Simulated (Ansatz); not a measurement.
BaF, doublet, geometry from GFN2-xTB (such geometries of metal compounds can be far from the true shape) (the spin is typed, not shown lowest) (core potentials on Ba). Base run: B3LYP/def2-SV(P) run with Ansatz (a quantum-chemistry and plane-wave program).

Ansatz was given this input:
Ansatz 0.2 input:
```yaml
crystal:
  periodic: [false, false, false]
  atoms:
    - {symbol: Ba, position_ang: [-0.00000000, -0.00000000, -0.27401276]}
    - {symbol: F, position_ang: [0.00000000, 0.00000000, 1.70496829]}
basis:
  gaussian:
    orbitals: def2-SV_P_.json
hamiltonian:
  xc: b3lyp
magnetization: {spin_polarized: true, initial_magnetization: 1}
```
The basis file holds def2-SV(P) in the JSON format of the Basis Set Exchange.

The bond that is stretched is that between atoms 1 and 2. A test that says stable can miss a lower solution.

Each row names what was changed in the base input (with any setting that the change needs).

```json
[
 {"change": "base", "ΔE vs base (mEh)": "0.000", "<S^2>": "0.750", "stability test says": "minimum"},
 {"change": "spin_polarized = on; lower_state_search = off", "ΔE vs base (mEh)": "0.000", "<S^2>": "0.750", "stability test says": "undecided (no full test)"},
 {"change": "spin_polarized = on; lower_state_search = standard", "ΔE vs base (mEh)": "0.000", "<S^2>": "0.750", "stability test says": "minimum"},
 {"change": "bond × 1.25", "ΔE vs base (mEh)": "5.056", "<S^2>": "0.750", "stability test says": "minimum"},
 {"change": "spin_polarized = on; lower_state_search = off; bond × 1.25", "ΔE vs base (mEh)": "5.056", "<S^2>": "0.750", "stability test says": "undecided (no full test)"},
 {"change": "spin_polarized = on; lower_state_search = standard; bond × 1.25", "ΔE vs base (mEh)": "5.056", "<S^2>": "0.750", "stability test says": "minimum"},
 {"change": "bond × 1.5", "ΔE vs base (mEh)": "58.187", "<S^2>": "0.750", "stability test says": "minimum"},
 {"change": "spin_polarized = on; lower_state_search = off; bond × 1.5", "ΔE vs base (mEh)": "58.187", "<S^2>": "0.750", "stability test says": "undecided (no full test)"},
 {"change": "spin_polarized = on; lower_state_search = standard; bond × 1.5", "ΔE vs base (mEh)": "58.187", "<S^2>": "0.750", "stability test says": "minimum"},
 {"change": "bond × 1.8", "ΔE vs base (mEh)": "112.2", "<S^2>": "0.753", "stability test says": "minimum"},
 {"change": "spin_polarized = on; lower_state_search = off; bond × 1.8", "ΔE vs base (mEh)": "112.2", "<S^2>": "0.753", "stability test says": "undecided (no full test)"},
 {"change": "spin_polarized = on; lower_state_search = standard; bond × 1.8", "ΔE vs base (mEh)": "112.2", "<S^2>": "0.753", "stability test says": "minimum"},
 {"change": "bond × 2.2", "ΔE vs base (mEh)": "151.7", "<S^2>": "0.798", "stability test says": "minimum"},
 {"change": "spin_polarized = on; lower_state_search = off; bond × 2.2", "ΔE vs base (mEh)": "151.7", "<S^2>": "0.798", "stability test says": "undecided (no full test)"},
 {"change": "spin_polarized = on; lower_state_search = standard; bond × 2.2", "ΔE vs base (mEh)": "151.7", "<S^2>": "0.798", "stability test says": "minimum"},
 {"change": "bond × 3.0", "ΔE vs base (mEh)": "176.2", "<S^2>": "0.763", "stability test says": "minimum"},
 {"change": "spin_polarized = on; lower_state_search = off; bond × 3.0", "ΔE vs base (mEh)": "176.2", "<S^2>": "0.763", "stability test says": "undecided (no full test)"},
 {"change": "spin_polarized = on; lower_state_search = standard; bond × 3.0", "ΔE vs base (mEh)": "176.2", "<S^2>": "0.763", "stability test says": "minimum"}
]
```

On stretching, the SCF can end on different states; <S^2> shows the spin contamination of each.
